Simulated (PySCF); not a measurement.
## UHF on Xe (xenon, neutral)

Configuration: [Xe], closed-shell 1S. All numbers are calculated (PySCF 2.14, scalar relativity through the core potential, in def2-TZVP with the def2 core potential (28 electrons)).

| Property | Result |
| --- | --- |
| Total energy | -328.298394 hartree |
| One-electron energy | -571.6029 hartree |
| Hartree (Coulomb) energy | 265.9546 hartree |
| Exchange energy | -22.6501 hartree |
| ⟨S²⟩ | 0.0000 |
| ⟨L²⟩ | 0.000 |
| Sum of ⟨r⟩ | 32.61 bohr |
| Sum of ⟨r²⟩ | 59.11 bohr² |
| Time after the integrals | 0.11 s of wall time on 1 thread of Neoverse-V2 (shared host) |

```
shell  electrons  mean orbital energy (eV)  rms radius, mean of both spins (bohr)
   4s          2                   -228.57                                  0.767
   4p          6                   -166.90                                  0.820
   4d         10                   -72.486                                  0.936
   5s          2                   -27.465                                   2.03
   5p          6                   -12.410                                   2.48
```

Energies and moments cover only the electrons outside the core potential.
